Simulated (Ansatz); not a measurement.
System: CH$_{7}$FNSi$_{2}$, charge -1, multiplicity 1. It need not be the lowest isomer of its formula. Whether it binds its extra electron was not tested at this geometry. 
Structure (B3LYP-D3(BJ)/def2-TZVP (Ansatz, an electronic-structure program) minimum search):
```xyz
12

Si     0.7125     0.2006    -0.7177
C      2.2853    -0.5769     0.1316
F      1.0506     1.8002    -0.2488
N     -0.4743    -0.2554     0.5857
Si    -2.1003    -0.6439     0.3008
H      2.2304    -1.6709     0.1082
H      3.2073    -0.2763    -0.3782
H      2.3638    -0.2582     1.1817
H     -0.1884    -0.1726     1.5569
H     -2.7929    -0.8785     1.6112
H     -2.3279    -1.8887    -0.4940
H     -2.9102     0.3989    -0.3993
```
Charge -1, spin multiplicity 1.

Basis-set convergence of Hartree-Fock and CCSD(T) correlation energies (hartree) with Ansatz. Cores are frozen in the correlated levels unless marked. Spin-orbit coupling is left out. No relativistic terms. This anion needs diffuse functions, which these sets lack.

```json
[
 {"basis": "cc-pV(D+d)Z", "functions": "123", "E(HF)": "-773.80148", "E(corr, CCSD(T))": "-0.78603", "rough core time": "40 s"},
 {"basis": "cc-pV(T+d)Z", "functions": "266", "E(HF)": "…", "E(corr, CCSD(T))": "…", "rough core time": "14 min"}
]
```

Task: Fill in the missing entries.

Result: 
- cc-pV(T+d)Z, E(HF): -773.90404
- cc-pV(T+d)Z, E(corr, CCSD(T)): -0.98618
